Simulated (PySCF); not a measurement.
C₇H₁₁S (doublet state).
Numbering: `[CH2:1]=[CH:2]/[C:3]=[CH:4]\[CH2:5][CH2:6][S:7][CH3:8]` (hydrogens: H9, H10 on C1; H11 on C2; H12 on C4; H13, H14 on C5; H15, H16 on C6; H17, H18, H19 on C8)

Structure used (GFN2-xTB), in Å, numbered top down from 1:
```xyz
19
C7H11S angstrom
C      3.2980    1.1258   -1.0055
C      2.9312   -0.1583   -0.6840
C      1.9789   -0.4871    0.2107
C      1.0179   -0.8156    1.0059
C     -0.4214   -0.9969    0.5765
C     -1.2969    0.0604    1.2350
S     -3.0684   -0.1589    0.8600
C     -3.1037    0.4059   -0.8643
H      2.8178    1.9715   -0.5474
H      4.0740    1.3168   -1.7224
H      3.4496   -0.9810   -1.1669
H      1.1918   -0.9705    2.0668
H     -0.7689   -1.9879    0.8791
H     -0.4874   -0.9201   -0.5097
H     -1.2310   -0.0062    2.3210
H     -1.0102    1.0651    0.9216
H     -2.5729   -0.2965   -1.5002
H     -2.6602    1.3956   -0.9285
H     -4.1481    0.4472   -1.1551
```

The hyperfine couplings belong to this conformer and change with its torsions.

Theory: UKS B3LYP, pcH-1 on C H S, non-relativistic, mean-field spin-orbit, GIAO (PySCF). Geometry: GFN2-xTB, one conformer, isolated molecule. A GFN2-xTB geometry isn't a minimum of the functional, and hyperfine couplings can be far from their values at a DFT geometry.

Question: How many α and β electrons are there, and what is ⟨S²⟩ of the pure spin state?

Answer: 69 electrons with 2S = 1: 35 α and 34 β; S(S+1) = 0.75.

Mulliken spin populations, one withheld:

| atom | bound to | population |
| --- | --- | --- |
| C1 | C2, H9, H10 | ? |
| C2 | C1, C3, H11 | -0.2497 |
| C3 | C2, C4 | +0.6034 |
| C4 | C3, C5, H12 | -0.1040 |
| C5 | C4, C6, H13, H14 | +0.0412 |
| C6 | C5, S7, H15, H16 | -0.0004 |
| S7 | C6, C8 | +0.0039 |
| C8 | S7, H17, H18, H19 | -0.0002 |
| H9 | C1 | -0.0304 |
| H10 | C1 | -0.0322 |
| H11 | C2 | +0.0091 |
| H12 | C4 | +0.0455 |
| H13 | C5 | -0.0004 |
| H14 | C5 | -0.0010 |
| H15 | C6 | +0.0004 |
| H16 | C6 | +0.0003 |
| H17 | C8 | +0.0004 |
| H18 | C8 | 0.0000 |
| H19 | C8 | 0.0000 |

Question: What does C1 hold?

Answer: 1 − (0.2859) gives +0.714, since all populations sum to 2S.

Question: Sum the populations by element and by sign.

Answer: Carbon +1.00, sulfur 0.00, hydrogen -0.01. The positive populations sum to 1.42, the negative ones to -0.42.

Question: With ⟨S²⟩ = 0.7752, find the sum of squared α–β overlaps and estimate the admixture of higher spin.

Answer: Σ|⟨iα|jβ⟩|² over occupied orbitals = Nβ − [⟨S²⟩ − S(S+1)] = 34 − 0.0252 = 33.9748. If the quartet state (S + 1) were the only admixture, its weight would be 0.0252/(2S + 2) = 0.84 %.

Question: What Fermi-contact NMR shifts do the couplings of C2, C3, C4, C5, C6, H9, H10 imply at 298 K (Curie law, g = gₑ)?

Answer: δ = a_FC·h·gₑ μB S(S+1)/(3 g_N μN kT), with k/h = 20836.6 MHz/K:

```json
{"nuclei": "C2", "isotope": "13C", "a_FC (MHz)": "-49.70", "g_N": "1.4048", "contact shift (ppm)": "-5237"}
{"nuclei": "C3", "isotope": "13C", "a_FC (MHz)": "52.58", "g_N": "1.4048", "contact shift (ppm)": "+5540"}
{"nuclei": "C4", "isotope": "13C", "a_FC (MHz)": "-37.07", "g_N": "1.4048", "contact shift (ppm)": "-3906"}
{"nuclei": "C5", "isotope": "13C", "a_FC (MHz)": "52.82", "g_N": "1.4048", "contact shift (ppm)": "+5566"}
{"nuclei": "C6", "isotope": "13C", "a_FC (MHz)": "-4.12", "g_N": "1.4048", "contact shift (ppm)": "-434"}
{"nuclei": "H9", "isotope": "1H", "a_FC (MHz)": "-42.57", "g_N": "5.5857", "contact shift (ppm)": "-1128"}
{"nuclei": "H10", "isotope": "1H", "a_FC (MHz)": "-43.94", "g_N": "5.5857", "contact shift (ppm)": "-1164"}
```

The shifts go as 1/T: at 348 K they are 0.856 times these.

The run took 4.3 min of wall time (with the writing of density and orbital grids) on one thread of an Intel Xeon at 2.50 GHz, no GPU, shared host, and the process peaked at 1.1 GiB of memory.

The SMILES draws the unpaired electron on C3; the largest computed Mulliken spin population is on C1 (0.71 against 0.60).
